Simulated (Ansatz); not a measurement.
Geometry optimisation, Ansatz, RKS PBE0/def2-SVP.

Input:

```yaml
crystal:
  periodic: [false, false, false]
  atoms:
    - { symbol: Hf, position_ang: [0.0, 0.0, 0.0] }
    - { symbol: F, position_ang: [0.0, 0.0, 1.98] }
    - { symbol: O, position_ang: [1.952, 0.0, -0.6893] }
    - { symbol: H, position_ang: [2.2684, -0.9521, -0.806] }
    - { symbol: Cl, position_ang: [-1.1869, 2.0563, -0.8392] }
    - { symbol: O, position_ang: [-0.975, -1.6891, -0.6893] }
    - { symbol: H, position_ang: [-1.4296, -2.1548, 0.0831] }
basis:
  gaussian: { orbitals: def2-SVP }
hamiltonian:
  xc: pbe0
relax:
  f_tol: 0.02
  max_steps: 40
output:
  orbitals: {}
```

Launched with:

```bash
$ ansatz run input.yaml --threads 2 --pin off --max-ram 3072MiB --backend cpu --events-out ev --progress --plain --runs-dir out
```

Where does it end, and by what steps?

The run converged. After 8 steps the energy has fallen by 1.076 eV; H7 moved furthest, 0.55 Å.

| step | energy less start (eV) | largest force component (eV/Å) | accepted |
| --- | --- | --- | --- |
| 0 | 0.0000 | 2.760 | yes |
| 1 | -0.6405 | 1.835 | yes |
| 2 | -0.8538 | 0.775 | yes |
| 3 | -0.9186 | 0.435 | yes |
| 4 | -0.9694 | 0.918 | yes |
| 5 | -1.0633 | 0.414 | yes |
| 6 | -1.0751 | 0.130 | yes |
| 7 | -1.0757 | 0.053 | yes |
| 8 | -1.0760 | 0.003 | yes |

```xyz
7
Properties=species:S:1:pos:R:3
Hf -0.026 -0.043 0.111
F 0.134 0.222 2.000
O 1.719 -0.316 -0.612
H 2.563 -0.544 -0.996
Cl -1.010 1.874 -0.886
O -1.137 -1.564 -0.194
H -1.616 -2.369 -0.384
```

Run time: 33 s on 2 threads of Arm Neoverse V2, on a shared host, peak memory 0.22 GiB.
